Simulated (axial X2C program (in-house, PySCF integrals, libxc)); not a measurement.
Low determinants of Pr⁺

Calculated with an in-house all-electron X2C program for linear molecules (integrals from PySCF), basis dyall-v3z (cores contracted in-house), spin-free (one-electron X2C) and two-component (2c, atomic mean-field Coulomb and Gaunt terms). Energies in eV from the lowest row of each column (rows without correlated energies are left out; n/a marks j-coupled starts, which PBE0 does not hold); electrons by l are Mulliken totals of the Hartree–Fock solution, and PBE0 can relax to another configuration under the same block occupation. Coupled cluster uses truncated natural virtuals with an MP2 remainder. Frozen shells in the correlated columns: 4 s, 3 p, 2 d.

Spin-free determinants:

| electrons by l | M_S, M_L | HF | MP2 | PBE0 |
| --- | --- | --- | --- | --- |
| s11 p24 d20 f3 | 2, 5 | 0.00 | 0.00 | 0.04 |
| s11 p24 d20 f3 | 2, 6 | 0.06 | 0.05 | 0.27 |
| s11 p24 d20 f3 | 1, 5 | 0.09 | 0.10 | 0.21 |
| s11 p24 d20 f3 | 1, 6 | 0.15 | 0.15 | 0.44 |
| s11 p24 d20 f3 | 2, 3 | 0.39 | 0.29 | 0.00 |
| s11 p24 d20 f3 | 1, 3 | 0.49 | 0.39 | 0.17 |
| s10 p24 d21 f3 | 2, 7 | 0.47 | 0.56 | 0.69 |
| s11 p24 d20 f3 | 2, 0 | 0.97 | 0.72 | 0.22 |

Two-component determinants:

| electrons by l | 2M_J | HF | MP2 | PBE0 |
| --- | --- | --- | --- | --- |
| s11 p24 d20 f3 | 6 | 0.00 | 0.00 | 0.00 |
| s11 p24 d20 f3 | 8 | 0.02 | 0.02 | 0.18 |
| s11 p24 d20 f3 | 8 | 0.09 | 0.10 | 0.17 |
| s11 p24 d20 f3 | 10 | 0.12 | 0.12 | 0.35 |
| s11 p24 d20 f3 | 2 | 0.47 | 0.36 | 0.04 |
| s11 p24 d20 f3 | 14 | 0.41 | 0.40 | 0.43 |
| s11 p24 d20 f3 | 4 | 0.56 | 0.46 | 0.21 |
| s10 p24 d21 f3 | 10 | 0.43 | 0.49 | n/a |

Single determinants need not be terms or J levels, so several rows can belong to one term; PBE0 has no current term and treats spin collinearly, and Hartree–Fock breaks spherical symmetry, which spreads rows that should be degenerate. The search is wide but not exhaustive and can miss a configuration; gaps between s and d configurations can be off by some tenths of an eV with this basis and core.

The run took 2.3 min on 1 thread of Arm Neoverse V2, on a shared host.
